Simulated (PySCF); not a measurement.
BeH₂OSe.

```xyz
5

Be     0.0052    -1.2199     0.0000
O      0.0011    -2.6056     0.0000
H      0.0006    -3.5518     0.0000
Se    -0.0429     0.8350     0.0000
H      1.4270     0.8878     0.0000
```

The structure is a stationary point at TPSSh-D3(BJ)/def2-TZVP. A frequency run showed that this geometry is not a minimum. Other conformers were not sampled.

All values below come from PBE0/pcSseg-2 run with PySCF. Non-relativistic, no solvent.

Computed absolute GIAO shielding of each atom: isotropic value and principal components (ppm):
| atom | σ(iso) | σ11 | σ22 | σ33 | span |
|---|---|---|---|---|---|
| Be1 | 100.6 | 66.4 | 71.8 | 163.8 | 97.4 |
| O2 | 294.5 | 229.8 | 248.0 | 405.7 | 176.0 |
| H3 | 29.5 | 20.8 | 20.9 | 46.7 | 25.9 |
| Se4 | 2426.1 | 2219.4 | 2326.0 | 2733.1 | 513.7 |
| H5 | 31.8 | 22.6 | 25.6 | 47.4 | 24.8 |
